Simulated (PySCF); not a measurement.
Compound: C8H10PS (charge +1).
Cartesian coordinates in Å at the GFN2-xTB level; atoms count from 1:
```xyz
20
C8H10PS angstrom
C     -2.582   -1.976   -0.354
C     -1.762   -1.222    0.365
P     -0.709    0.033   -0.360
C     -1.128    1.671    0.235
C     -1.599    2.627   -0.553
C      0.985   -0.318    0.020
C      2.006    0.589    0.200
C      3.231   -0.042    0.458
C      3.132   -1.403    0.466
S      1.550   -1.961    0.162
H     -2.669   -1.878   -1.425
H     -3.203   -2.726    0.108
H     -1.675   -1.320    1.442
H     -0.940    0.014   -1.725
H     -0.974    1.815    1.299
H     -1.849    3.600   -0.164
H     -1.753    2.481   -1.610
H      1.871    1.656    0.155
H      4.150    0.486    0.634
H      3.915   -2.115    0.641
```

NICS = −σ at a ghost point: NICS(0) at the centroid of the ring atoms, NICS(1) 1 Å to either side along the normal of their mean plane, zz for the tensor component along that normal. Level: GIAO PBE0/pcSseg-1 (PySCF, non-relativistic, gas phase) on the GFN2-xTB geometry, one conformer.

Ring bond lengths (Å), with Mayer bond orders in brackets: C6–C7 1.378 (1.46), C7–C8 1.402 (1.34), C8–C9 1.364 (1.54), C9–S10 1.705 (1.22), S10–C6 1.743 (1.12).

**Question.** What do the NICS probes read (ppm)?

**Answer.** 
```tsv
ring	type	NICS(0)	NICS(1), two faces	NICS(1)zz, two faces	rms pucker (Å)	centre to ring atoms, mean (Å)
C6–C7–C8–C9–S10	5-membered ring with S; formal bonds all aromatic	-12.2	-11.5 / -11.8	-27.0 / -27.7	0.00	1.29
```

**Question.** What do they say, and how far can they be read as aromaticity?

**Answer.** 
- C6–C7–C8–C9–S10: mean NICS(1)zz -27.4 ppm, shielded. The ring is flat and has no four-coordinate atom; by the NICS criterion it is aromatic.

**Question.** What does the geometric index give? Use HOMA with the parameters of Krygowski (1993).

**Answer.** 
- C6–C7–C8–C9–S10: HOMA 0.86; the largest term is that of S10–C6, α(R − Ropt)² = 0.41. The geometric and the magnetic index point the same way.

**Question.** What field does 7.05 T along the ring normal induce along that normal at the first NICS(1) probe listed for ring C6–C7–C8–C9–S10, 1 Å off the ring?

**Answer.** NICSzz × B0 = -27.0 ppm × 7.05 T = -190 μT, against the applied field.

**Question.** List the ring angles and the Hirshfeld charges of the ring atoms.

**Answer.** 
- C6–C7–C8–C9–S10: C6 111.7° (-0.102 e), C7 112.0° (-0.034 e), C8 112.8° (-0.042 e), C9 113.1° (-0.030 e), S10 90.4° (+0.169 e); sum 540.0° against 540° for a flat convex ring.

The run took 51 s of wall time (with the writing of density and orbital grids) on one thread of an Arm Neoverse V2 (shared host), and the process peaked at 1.1 GiB of memory. This is the whole shielding run at PBE0/pcSseg-1, SCF included.
